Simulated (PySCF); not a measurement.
**Correlation energy of As⁺ (arsenic, charge +1)**

[Ar] 3d10 4s2 4p2, high-spin 3P determinant. All numbers are calculated (PySCF 2.14, scalar relativity by spin-free X2C-1e, in cc-pVTZ-DK). Frozen: [Ar] 3d10; 4 electrons correlated.

MP2 pair energies summed by pair of shells (mhartree):

```
 pair  energy  share (%)
4s-4p  -33.06       61.8
4s-4s  -15.22       28.4
4p-4p   -5.23        9.8
```

Total MP2 correlation energy: -53.51 mhartree.

Same-spin part -8.94 and opposite-spin part -44.57 mhartree; SCS-MP2 scales them by 1/3 and 6/5 to -56.46 mhartree.

```tsv
level	correlation energy (mhartree)
CCSD	-68.81
(T)	-1.60
CCSD(T)	-70.41
```

Diagnostics: T1 = 0.0073, D1 = 0.0194, largest double amplitude 0.091.

Question: Is a single reference adequate?

Answer: Mostly. T1 lies below 0.03, but a double amplitude of this size points to a near-degeneracy that CCSD handles and MP2 describes poorly.
